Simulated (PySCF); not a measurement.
Electron correlation in Mg (magnesium, neutral)

[Ne] 3s1 4s1, high-spin 3S determinant (an excited configuration). Calculation: PySCF 2.14, in aug-cc-pVTZ-DK; the spin-free X2C one-electron Hamiltonian (Gaussian nucleus). Frozen: [Ne]; 2 electrons correlated.

Total MP2 correlation energy: -1.97 mhartree.

Same-spin part -1.97 and opposite-spin part 0.00 mhartree; SCS-MP2 scales them by 1/3 and 6/5 to -0.66 mhartree.
